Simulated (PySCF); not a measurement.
Molfile (atoms numbered from 1):
```
C6H10N2
     RDKit          3D

 18 18  0  0  0  0  0  0  0  0999 V2000
   -2.7301    0.3975   -0.4979 C   0  0  0  0  0  0  0  0  0  0  0  0
   -1.8799   -0.7879   -0.0451 C   0  0  0  0  0  0  0  0  0  0  0  0
   -0.4958   -0.4254    0.0906 N   0  0  0  0  0  0  0  0  0  0  0  0
    0.4243   -0.3067   -0.8899 C   0  0  0  0  0  0  0  0  0  0  0  0
    1.6028    0.0973   -0.3005 C   0  0  0  0  0  0  0  0  0  0  0  0
    2.9169    0.3611   -0.9492 C   0  0  0  0  0  0  0  0  0  0  0  0
    1.2753    0.2030    1.0624 C   0  0  0  0  0  0  0  0  0  0  0  0
    0.0127   -0.1132    1.2768 N   0  0  0  0  0  0  0  0  0  0  0  0
   -2.6434    1.2107    0.2181 H   0  0  0  0  0  0  0  0  0  0  0  0
   -2.4012    0.7542   -1.4714 H   0  0  0  0  0  0  0  0  0  0  0  0
   -3.7734    0.1021   -0.5687 H   0  0  0  0  0  0  0  0  0  0  0  0
   -2.2148   -1.1361    0.9344 H   0  0  0  0  0  0  0  0  0  0  0  0
   -1.9614   -1.6073   -0.7659 H   0  0  0  0  0  0  0  0  0  0  0  0
    0.1886   -0.5212   -1.9131 H   0  0  0  0  0  0  0  0  0  0  0  0
    3.1624    1.4220   -0.8993 H   0  0  0  0  0  0  0  0  0  0  0  0
    3.7078   -0.1906   -0.4432 H   0  0  0  0  0  0  0  0  0  0  0  0
    2.8919    0.0597   -1.9939 H   0  0  0  0  0  0  0  0  0  0  0  0
    1.9086    0.4871    1.8793 H   0  0  0  0  0  0  0  0  0  0  0  0
  1  2  1  0
  2  3  1  0
  3  4  1  0
  4  5  2  0
  5  6  1  0
  5  7  1  0
  7  8  2  0
  8  3  1  0
  1  9  1  0
  1 10  1  0
  1 11  1  0
  2 12  1  0
  2 13  1  0
  4 14  1  0
  6 15  1  0
  6 16  1  0
  6 17  1  0
  7 18  1  0
M  END
```

- GIAO PBE0/pcSseg-1 shieldings
- structure optimised with GFN2-xTB
- run in PySCF 2.14.0 with density-fitted response routines
- in vacuum, equivalent nuclei averaged, no relativistic terms, one conformer

δ = σ(ref) − σ, references computed at the same level: TMS for ¹³C (186.93 ppm).

Q: Do the ¹³C shifts follow the atomic charges (in e)? Tabulate both.

A: 
```tsv
atoms	hybridisation	δ (ppm)	σ para (ppm)	Hirshfeld	IAO	Mulliken	ESP-fitted
C7	sp2	142.3	-207	-0.04	-0.09	+0.18	+0.00
C4	sp2	129.5	-197	-0.04	-0.13	+0.29	-0.41
C5	sp2	123.2	-206	-0.04	-0.07	-0.54	+0.17
C2	sp3	49.8	-107	-0.01	-0.15	+0.01	+0.20
C1	sp3	20.6	-81	-0.12	-0.43	-0.28	-0.25
C6	sp3	11.4	-68	-0.12	-0.43	-0.10	-0.57
```

Correlation coefficients of δ with charge over these carbons: Hirshfeld +0.66, IAO +0.88, Mulliken +0.28, ESP-fitted +0.37; with the paramagnetic shielding -0.99. With so few points, grouped by hybridisation, these coefficients are fragile. Charge is one influence among several: hybridisation and low-lying excitations act through the paramagnetic term.

Shifts are as computed. Against solution values, carbons near 30 ppm lie about +3 ppm off and those near 130 ppm about +5 ppm. Of 1211 compounds with measured shifts, 218 miss one by over three times the rms of a fit or turn the order of signals round; such compounds aren't used in these exercises.
